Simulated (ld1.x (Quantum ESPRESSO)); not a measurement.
# Ranking TM semilocal potentials for Pb (Z = 82)

All share these settings but for the change named:

- Element: Pb
- Generator: ld1.x (Quantum ESPRESSO) 7.5
- Type: norm-conserving Troullier–Martins (semilocal form)
- Functional: PBE
- Relativity: scalar-relativistic
- Frozen core: [Xe] 4f14
- Valence charge: 14
- Reference configuration: 5d10 6s2 6p2
- Partial waves: 6p (bound): rc 2.70 bohr; 5d (bound): rc 1.90 bohr; 6s (bound): rc 1.60 bohr
- Local potential: the s channel
- Core correction: a·sin(br)/r model core, default radius (core density twice the valence density)

Test errors are all-electron minus pseudo excitation energies from the reference, over 5d10 6s2 6p1; 5d10 6s2 6p0; 5d10 6s1 6p0; 5d10 6s0 6p4; 5d10 6s1 6p3; 5d9 6s2 6p3; 5d10 6s2 6p1.5. None of these files shows a bound ghost.

The base gives 96.2 meV.

Of 7 variants that were run, those that failed, showed a ghost or another fault, or gave nearly equal values are left out.

A variant can come out equal or close to the base, since the largest error may sit in a test that the change hardly touches while other tests move.

(1) Rank these variants by their largest absolute test error, smallest first.
A. functional LDA (PZ)
B. all radii but the core radius scaled by about 1.40 (s 2.24, p 3.78, d 2.66 bohr)
C. wave 5d (bound): rc 1.90 bohr becomes 5d (bound): rc 2.34 bohr

Results:

(1) C (71.4 meV), A (87.5 meV), B (171.9 meV).
